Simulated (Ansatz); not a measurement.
`Br/C=C/I` + H₂ → `C=CI` + HBr at 500 K and 1 bar (hydrogenolysis of a C–Br bond).

Program: Ansatz. Geometries: PBE0-D4/def2-TZVP. ΔE: electronic, gas phase. CBS: MP2 limit from def2 TZ/QZ plus the TZ coupled-cluster correction, frozen cores. This one scheme is used for every species. Elements past krypton have def2 core potentials. For Br, I outer-core shells are correlated without core-valence functions, which leaves a few kJ/mol of doubt a bond. Scalar relativity is left out up to krypton.

```json
{"species": "`Br/C=C/I`", "CCSD(T)/CBS energy (Eh)": "-2948.03464", "H − E (kJ/mol)": "116.7", "S (J/(mol·K))": "368.4"}
{"species": "H₂", "CCSD(T)/CBS energy (Eh)": "-1.17544", "H − E (kJ/mol)": "41.0", "S (J/(mol·K))": "145.5"}
{"species": "`C=CI`", "CCSD(T)/CBS energy (Eh)": "-375.31882", "H − E (kJ/mol)": "135.3", "S (J/(mol·K))": "316.9"}
{"species": "HBr", "CCSD(T)/CBS energy (Eh)": "-2573.91920", "H − E (kJ/mol)": "30.5", "S (J/(mol·K))": "213.7"}
```

H − E and S are ideal-gas, rigid-rotor, harmonic terms from PBE0-D4/def2-TZVP. The MP2-based limit puts H₂ 0.8 mEh under its directly extrapolated value; such offsets cancel only in part. 1 Eh = 2625.50 kJ/mol, R = 8.31446 J/(mol·K).

Q: By hand: ΔE, ΔH, ΔS and ΔG.

A: ΔE = (-375.31882) + (-2573.91920) − (-2948.03464) − (-1.17544) = -0.02794 Eh = -73.4 kJ/mol. Δ(H − E) = 135.3 + 30.5 − 116.7 − 41.0 = 8.1, so ΔH = -65.3 kJ/mol. ΔS = 316.9 + 213.7 − 368.4 − 145.5 = 16.7 J/(mol·K). ΔG = -65.3 − 500 × (16.7)/1000 = -73.6 kJ/mol.

Q: By hand: the equilibrium constant, and the temperature at which ΔG would vanish if ΔH and ΔS stayed fixed.

A: log₁₀ K = −ΔG/(RT ln 10) = 7.7. ΔH and −TΔS have one sign here, so there is no such temperature.

ΔH outweighs TΔS. A doubt of 5 kJ/mol in ΔE shifts log₁₀ K by 0.5 here. These are equilibria of isolated gas molecules and say nothing of rates. Largest T1 diagnostic: 0.010 (customary marks: 0.02 for closed shells, 0.045 for open ones).
